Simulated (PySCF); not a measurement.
Ge(H)(Br)(NH2)2 (BrGeH5N2), SMILES [NH2][GeH]([NH2])[Br].

Geometry optimised at PBE-D3(BJ)/def2-SVP. The structure was generated by enumeration, and PubChem lists no compound with its InChIKey, so it may never have been made. The values are those of a single conformer.

All values below come from PBE-D3(BJ)/def2-SVP in PySCF.

Frequencies are harmonic and unscaled.

Computed normal modes with their intensities:
```tsv
mode	ν (cm⁻¹)	IR (km/mol)	moving atoms (share of kinetic energy)
1	142	6.2	N 53 %, H 19 %, Ge 15 %, Br 13 %
2	150	14.4	H 75 %, N 19 %
3	183	7.1	H 40 %, N 38 %, Br 14 %
4	205	4.9	H 40 %, N 38 %, Ge 21 %
5	279	31.0	Ge 48 %, Br 44 %
6	318	28.1	H 71 %, N 22 %
7	535	188.2	H 70 %, N 28 %
8	552	215.9	H 64 %, N 34 %
9	663	24.1	H 86 %, N 13 %
10	672	47.1	H 50 %, N 39 %, Ge 11 %
11	699	62.8	H 59 %, N 30 %, Ge 10 %
12	719	38.0	H 44 %, N 43 %, Ge 13 %
13	880	42.2	H 88 %, N 10 %
14	900	25.6	H 86 %, N 13 %
15	1486	36.5	H 91 %, N 9 %
16	1491	13.2	H 91 %, N 9 %
17	2059	135.6	H 99 %
18	3440	15.4	H 96 %
19	3448	19.1	H 96 %
20	3543	15.8	H 92 %, N 8 %
21	3550	21.0	H 91 %, N 9 %
```
